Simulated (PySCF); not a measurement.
Ru³¹⁺: ionisation energy

Ru³¹⁺ [Ne] 3s2 3p1 (2P) → Ru³²⁺ [Ne] 3s2 (1S), as a difference of total energies. All numbers are calculated (PySCF 2.14, scalar relativity by spin-free X2C-1e, in an uncontracted even-tempered set (18 s from 4.1 bohr⁻², ratio 2.5; 12 p from 5.4 bohr⁻², ratio 2.5; 5 d from 23 bohr⁻², ratio 2.7; 4 f from 34 bohr⁻², ratio 2.7)). Correlated levels: outer shells: 1s2 frozen; virtual orbitals above 40 to 60 times the deepest correlated orbital energy dropped. The calculations carry no spin-orbit coupling.

```json
{"method": "UHF", "ionisation energy (eV)": "1789.0"}
{"method": "MP2 (outer shells)", "ionisation energy (eV)": "1789.5"}
{"method": "SCS-MP2 (outer shells)", "ionisation energy (eV)": "1789.3"}
{"method": "CCSD (outer shells)", "ionisation energy (eV)": "1789.4"}
{"method": "CCSD(T) (outer shells)", "ionisation energy (eV)": "1789.4"}
```

A first-order spin-orbit estimate (lowest level to lowest level, LS coupling) adds 20.307 eV.

Breit and QED terms and the two-electron picture change are absent.

For comparison: 1794 ± 8 eV (semi-empirical (NIST evaluation); NIST Atomic Spectra Database, ionization energies).
